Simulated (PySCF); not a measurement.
A PySCF script (with the pyscf-properties extension) for the NMR shieldings of SMILES CC(C)[C@@H]1CO[SiH2]S1, C5H12OSSi, on a GFN2-xTB geometry:

```python
import basis_set_exchange as bse
import numpy as np
from pyscf import gto, dft
from pyscf.prop import nmr

atoms = """
C    -1.647782    1.392193    0.251415
C    -1.117326    0.048929   -0.250902
C    -2.037899   -1.077875    0.212613
C     0.310702   -0.202837    0.233700
C     1.279519    0.928041   -0.105126
O     2.610264    0.515755    0.024722
Si    2.988759   -1.010061   -0.388375
S     0.982802   -1.741599   -0.528903
H    -1.577565    1.446605    1.335665
H    -2.693162    1.497129   -0.028776
H    -1.096407    2.225312   -0.176396
H    -1.100844    0.060158   -1.346224
H    -3.031465   -0.952782   -0.210101
H    -1.644115   -2.039888   -0.103658
H    -2.120274   -1.075290    1.297434
H     0.316642   -0.376012    1.313639
H     1.105028    1.265943   -1.133868
H     1.136289    1.770758    0.576699
H     3.605671   -1.087638   -1.701325
H     3.726015   -1.576163    0.724730
"""
names = dict.fromkeys(["C", "O", "Si", "S", "H"], "pcSseg-1")
basis = {el: gto.basis.parse(bse.get_basis(n, elements=[el], fmt="nwchem")) for el, n in names.items()}
mol = gto.M(atom=atoms, basis=basis, charge=0, verbose=0)
mf = dft.RKS(mol, xc="PBE0")
mf.grids.level = 2
mf.grids.alignment = dft.numint.BLKSIZE   # the property module wants whole blocks of grid points
mf.conv_tol = 1e-9
mf.kernel()

calc = nmr.RKS(mf)   # GIAO
C = mf.mo_coeff
Co = C[:, mf.mo_occ > 0]
resp = mf.gen_response(singlet=True, hermi=2)
def vind(x):   # induced exchange potential for any number of trial vectors
    d = np.einsum("pi,xij,qj->xpq", C, 2 * x.reshape(-1, C.shape[1], Co.shape[1]), Co, optimize=True)
    return np.einsum("xpq,pi,qj->xij", resp(d - d.transpose(0, 2, 1)), C, Co, optimize=True).ravel()
mo1, _ = nmr.rhf.solve_mo1(calc, with_cphf=vind)
sigma = calc.kernel(mo1)
for i, s in enumerate(sigma):   # ppm
    print("%2d %-2s %9.2f" % (i, mol.atom_pure_symbol(i), np.trace(s) / 3))
```

Question: What does it print?

Answer: 
```
 0 C     164.54
 1 C     149.68
 2 C     159.94
 3 C     124.46
 4 C     112.04
 5 O     292.09
 6 Si    342.51
 7 S     629.23
 8 H      31.05
 9 H      30.67
10 H      30.67
11 H      30.21
12 H      30.59
13 H      29.82
14 H      30.93
15 H      28.63
16 H      28.27
17 H      27.26
18 H      26.07
19 H      26.23
```

These numbers come from an equivalent density-fitted implementation of the same equations, which agrees with the script to about 0.01 ppm for H and up to a few tenths of a ppm for heavy atoms, so last digits may differ.

Question: Turn these shieldings into chemical shifts. References, each an isolated molecule treated in the same way: ¹³C (σref 186.93), ²⁹Si (σref 349.16), ¹H (σref 31.72) against TMS; ¹⁷O (σref 336.08) against H2O; ³³S (σref 503.73) vs CS2.

Answer: Averaging equivalent atoms: C 4: 74.9; C 3: 62.5; C 1: 37.2; C 2: 27.0; C 0: 22.4; O 5: 44.0; Si 6: 6.6; S 7: -126; H 18: 5.65; H 19: 5.48; H 17: 4.46; H 16: 3.45; H 15: 3.09; H 11: 1.50; H 12/13/14: 1.27; H 8/9/10: 0.92 ppm. Experimental scales use liquid or dissolved standards, which lie at an offset from isolated H2O (liquid H2O: subtract about 36 ppm).

Size and cost of the density-fitted run: 210 basis functions, 79 s wall time on 1 thread of an Arm Neoverse N1, shared host; peak memory 0.95 GiB.
